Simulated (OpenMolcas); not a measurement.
S: effect of the active space

```
Program             : OpenMolcas
Method              : CASSCF or its RAS form
Basis               : ANO-R2
Scalar Hamiltonian  : X2C, finite nucleus
Spin-orbit coupling : RASSI with atomic mean-field integrals over the reference wave functions, term energies averaged over their components
```

A. 4 electrons in 3 orbitals (3p); 2S+1 = 3 even, 3 roots; 2S+1 = 1 even, 6 roots; cost about 1.9 core-seconds
B. 6 electrons in 4 orbitals (3s 3p); 2S+1 = 3 even, 3 roots; 2S+1 = 1 even, 6 roots; 2S+1 = 3 odd, 3 roots (0 in the spin-orbit step); cost of the order of 7 core-seconds
C. 6 electrons in 8 orbitals (3s 3p 4s 4p); 2S+1 = 3 even, 3 roots; 2S+1 = 1 even, 6 roots; 2S+1 = 3 odd, 1 root; 2S+1 = 1 odd, 5 roots; cost of the order of 22 core-seconds
D. 6 electrons in 9 orbitals (RAS2 3s 3p; RAS3 3d, at most 2 electrons); 2S+1 = 3 even, 3 roots; 2S+1 = 1 even, 6 roots; 2S+1 = 3 odd, 3 roots; cost of the order of 17 core-seconds

Energies in cm-1 above 3s2 3p4 3P2, the measured ground level; measured values from NIST Handbook of Basic Atomic Spectroscopic Data.

```tsv
Level	A	B	C	D	Measured
3s2 3p4 3P2	0.0	0.0	0.0	0.0	0.0
3s2 3p4 3P1	370	370	353	357	396
3s2 3p4 3P0	543	540	513	523	574
3s2 3p4 1D2	11805	11803	11604	10984	9239
3s2 3p4 1S0	29117	21616	20853	24021	22180
```

Deviations, from unrounded energies. A percentage is the sum of absolute deviations over the sum of measured energies, with the sign that they share, or ± where signs differ.

| Against measurement | Levels | A | B | C | D |
| --- | --- | --- | --- | --- | --- |
| mean absolute deviation (cm-1) | 4 | 2400 | 800 | 950 | 920 |
| fine structure of the ground term (%) | 2 | -5.8 | -6.1 | -10.7 | -9.2 |
| other terms of the ground configuration (%) | 2 | +30.2 | ±10.0 | ±11.8 | +11.4 |

B lies closest to measurement on these levels and A furthest from it. The largest miss of B in the table is 3s2 3p4 1D2, by +2600 cm-1. The ranking rests on the paired levels alone, and a cruder setting can come out closer through cancelling errors.

Among A to D the level of the table that moves most is 3s2 3p4 1S0, by 8300 cm-1 (lowest in C, highest in A).

Without dynamic correlation excited terms often stand tens of per cent too high (terms of higher spin than the ground term too low), and those without a measured partner can miss by more than the paired ones. With the s shell closed, the reference lacks s² → p² mixing (holds for A). No level of 3s 3p5 was computed, though it lies in the active space (holds for B). The run also gave levels led by 3s2 3p3 4s, which use shells meant for correlation; these and all levels above them are left out (holds for C). Active for correlation alone: 3d; no level in the range computed is led by a configuration that fills it, so any true level of that kind is missing (holds for D). Measured partners are found by configuration, term and J. A level has none where our copy of the source lacks it or the pairing is in doubt (some pairs that miss far off the trend of their configuration count as doubtful), and it then counts in no deviation. Levels of configurations outside the active space are missing. Levels that lie high or do not pair safely by name in every column are left out.
